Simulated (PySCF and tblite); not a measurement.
The numbers below are computed, except where a source is named.
C7H8OS2, numbered as in [CH3:1][S@:2](=[O:3])[c:4]1[cH:5][cH:6][cH:7][c:8]([SH:9])[cH:10]1.

Level: PBE0-D3(BJ)/pcSseg-1//GFN2-xTB, thermal terms from GFN2-xTB, symmetry numbers and mirror pairs counted. Conformers within 3 kcal/mol (GFN2-xTB free energy) were kept, 5 at most. GIAO shieldings: PBE0/pcSseg-1. Shifts are against TMS (¹H), TMS (¹³C) at the same level. Run with PySCF (density fitting) and tblite.

Q: What shifts does this protocol give at 298.15 K under fast conformational exchange?

A: ¹H: 7.69 (H10, 1H), 7.55 (H6, 1H), 7.38 (H7, 1H), 7.17 (H5, 1H), 2.24 (H1, 3H) ppm. ¹³C: 161.4 (C4), 145.4 (C8), 134.4 (C6), 132.1 (C7), 124.8 (C10), 122.9 (C5), 53.0 (C1) ppm.

Q: How do the conformers differ?

A: Torsions listed: O3–S2–C4–C5, C7–C8–S9–H9.
```
conformer        shape  weight %
        1  174°, -178°      51.3
        2    171°, -1°      19.9
        3      -5°, 1°      16.3
        4    -8°, 179°      12.5
```

| signal | 1 | 2 | 3 | 4 | average |
| --- | --- | --- | --- | --- | --- |
| H1 | 2.24 | 2.23 | 2.26 | 2.23 | 2.24 |
| H5 | 6.85 | 6.86 | 7.96 | 7.98 | 7.17 |
| H6 | 7.49 | 7.38 | 7.73 | 7.83 | 7.55 |
| H7 | 7.42 | 7.30 | 7.30 | 7.41 | 7.38 |
| H10 | 7.95 | 8.09 | 6.99 | 6.90 | 7.69 |
| C1 | 52.8 | 53.1 | 53.1 | 53.3 | 53.0 |
| C4 | 161.2 | 161.7 | 161.7 | 161.9 | 161.4 |
| C5 | 122.9 | 123.1 | 122.8 | 122.7 | 122.9 |
| C6 | 133.7 | 133.9 | 136.0 | 135.9 | 134.4 |
| C7 | 131.3 | 133.3 | 133.4 | 131.5 | 132.1 |
| C8 | 146.4 | 146.4 | 143.0 | 143.0 | 145.4 |
| C10 | 125.3 | 123.6 | 124.0 | 125.7 | 124.8 |

Q: Which signal moves most, for its nucleus, between 150 and 400 K through the change of populations alone?

A: H5: 6.98 ppm at 150 K, 7.06 ppm at 200 K, 7.13 ppm at 250 K, 7.17 ppm at 298.15 K, 7.24 ppm at 400 K. Exchange is taken as fast throughout; ring flips and hindered rotations can be slow on the NMR time scale at the lower temperatures.

The minima are those of GFN2-xTB; planar forms about aryl–S or allylic bonds may be saddles in DFT. H on N, O and S are left out: they exchange, and hydrogen bonds move them by several ppm. Shifts are unscaled: against experiment ¹³C can be off by 15 ppm or more and ¹H by 0.8 ppm.


Conformer gaps in pcSseg-1 on xTB geometries can be 2 kcal/mol off for S=O, P=O and other polar bonds.